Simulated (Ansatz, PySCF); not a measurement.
Potential energy curve for AlN, triplet.

UKS-PBE = Ansatz (a first-principles code) with unrestricted PBE/cc-pVTZ; UKS-TPSSh = unrestricted TPSSh/cc-pVTZ in PySCF; UCCSDT(Q) = CCSDT(Q) on UHF/cc-pVTZ, frozen core (Ansatz).

Energies relative to the lowest point of each curve near equilibrium, in kcal/mol; the last columns give the difference from UCCSDT(Q):

```
R / Å  UKS-PBE  UKS-TPSSh  UCCSDT(Q)  UKS-PBE − UCCSDT(Q)  UKS-TPSSh − UCCSDT(Q)
-----  -------  ---------  ---------  -------------------  ---------------------
1.42      66.6       65.8       69.2                 -2.6                   -3.4
1.50      35.1       34.6       36.9                 -1.7                   -2.2
1.59      14.3       14.1       14.9                 -0.6                   -0.8
1.66       5.5        5.4       17.9                -12.4                  -12.5
1.74       0.8        0.8        7.6                 -6.7                   -6.8
1.79       0.0        0.0        3.7                 -3.7                   -3.7
1.87       1.0        0.6        0.4                  0.6                    0.2
1.89       1.6        0.6        0.0                  1.6                    0.6
1.99       5.3        0.9        0.1                  5.2                    0.8
2.09       7.5        3.3        2.5                  4.9                    0.8
2.23      12.2        8.8        8.0                  4.2                    0.8
2.37      18.3       15.5       14.6                  3.7                    1.0
```

UKS-PBE is furthest from UCCSDT(Q) at 1.66 (-12.4 kcal/mol, below); its mean absolute difference over the points is 4.0 kcal/mol.

UKS-TPSSh is furthest from UCCSDT(Q) at 1.66 (-12.5 kcal/mol, below); its mean absolute difference over the points is 2.8 kcal/mol.

The scan ran from 1.42 to 7.13 Å; beyond the distances shown one of the unrestricted levels run for this scan, shown here or not, changes its spin distribution in one step. The unrestricted determinant behind UCCSDT(Q) is spin-contaminated at 1.59 to 1.89, 2.37 Å (<S²> up to 2.2, against 2.00 for a pure triplet).
